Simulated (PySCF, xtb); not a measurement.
C2H6O2Si2, SMILES O=C1C[SiH2]O[SiH2]1.

GFN2-xTB (xtb) at its own geometry gives an orbital gap of 2.59 eV and a dipole moment of 2.11 D.

Coordinates come from a PBE0-D3(BJ)/def2-SVP optimisation. The structure was generated by enumeration, and PubChem lists no compound with its InChIKey, so it may never have been made. The values are those of a single conformer.

Task: What does PBE0/def2-TZVP (PySCF) give? (Estimate from the structure and the level; the computed values follow.)

Result: gap 5.34 eV (levels -6.85 and -1.51 eV), dipole 1.98 D.
